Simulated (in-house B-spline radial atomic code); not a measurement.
Inner levels of iridium as electrons are removed. A shift is the extra binding of the orbital against the neutral atom ([Xe] 4f14 5d7 6s2). Computed with an all-electron radial atomic-structure program (B-spline basis): non-relativistic Hartree-Fock, average of the configuration, point nuclei.

This level leaves out relativity, spin-orbit splitting included, which matters for heavy ions.

```
  ion      configuration  shift of 2s (eV)  shift of 4s (eV)  shift of 2p (eV)  radius of 2s (bohr)  radius of 4s (bohr)  radius of 2p (bohr)  Σ<r²> (bohr²)  change of density at nucleus (bohr⁻³)
Ir42+  [Ar] 3d10 4s2 4p5           1975.39           1606.36           1978.81             0.082778              0.40737             0.070058         2.0475                                 679.51
Ir43+  [Ar] 3d10 4s2 4p4           2053.88           1658.73            2058.2              0.08276              0.40566             0.070044         1.8508                                  743.8
Ir44+  [Ar] 3d10 4s2 4p3           2133.18           1711.49           2138.42             0.082742              0.40396              0.07003         1.6581                                 809.18
Ir45+  [Ar] 3d10 4s2 4p2           2213.29           1764.63           2219.49             0.082724              0.40228             0.070016         1.4692                                 875.62
Ir46+  [Ar] 3d10 4s2 4p1           2294.21           1818.16           2301.39             0.082705              0.40061             0.070001         1.2839                                 943.16
Ir47+      [Ar] 3d10 4s2           2375.94           1872.06           2384.12             0.082685              0.39896             0.069986         1.1023                                1011.79
Ir48+      [Ar] 3d10 4s1           2455.42           1932.91           2465.56             0.082681              0.39696             0.069972        0.92071                                -200.36
```
